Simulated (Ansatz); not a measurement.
Start from `C=CC=C(F)F` and change one atom or group to get `FC(F)=[CH][AlH2]`.

Ansatz, PBE0-D4/def2-TZVP geometries, multiplicity 1. Each molecule was computed in one conformer, which needn't be the lowest.

```
                                                                                  property  `C=CC=C(F)F`
                                                        LUMO energy (PBE0/def2-TZVPP) / eV         -0.72
                                          size of the dipole moment (B3LYP/def2-TZVPP) / D          0.96
                                                        HOMO energy (PBE0/def2-TZVPP) / eV         -6.75
ideal-gas entropy at 298 K and 1 bar (rigid rotor, harmonic PBE0-D4/def2-TZVP) / J/(mol·K)           322
                                                       HOMO–LUMO gap (PBE/def2-TZVPP) / eV          4.03
                                                       LUMO energy (B3LYP/def2-TZVPP) / eV         -0.95
```

Q: Give the same properties after the change, and the shifts. (Estimate.)

A: Ansatz gave: 
```csv
property,`FC(F)=[CH][AlH2]`,shift
LUMO energy (PBE0/def2-TZVPP) / eV,-1.74,-1.02
size of the dipole moment (B3LYP/def2-TZVPP) / D,0.74,-0.22
HOMO energy (PBE0/def2-TZVPP) / eV,-7.96,-1.21
"ideal-gas entropy at 298 K and 1 bar (rigid rotor, harmonic PBE0-D4/def2-TZVP) / J/(mol·K)",327,5
HOMO–LUMO gap (PBE/def2-TZVPP) / eV,4.23,0.20
LUMO energy (B3LYP/def2-TZVPP) / eV,-1.97,-1.02
```

With PBE0 the HOMO falls by 1.21 eV and the LUMO falls by 1.02 eV, so the gap widens by about 0.19 eV. PBE moves the HOMO by -1.06 eV and ωB97M-V by -1.33 eV. The zero-point energy changes by -79.2 kJ/mol with -6 modes. Dipoles are sizes alone; their direction can turn.

B3LYP here is the variant with VWN-RPA as its local correlation; programs differ in this.
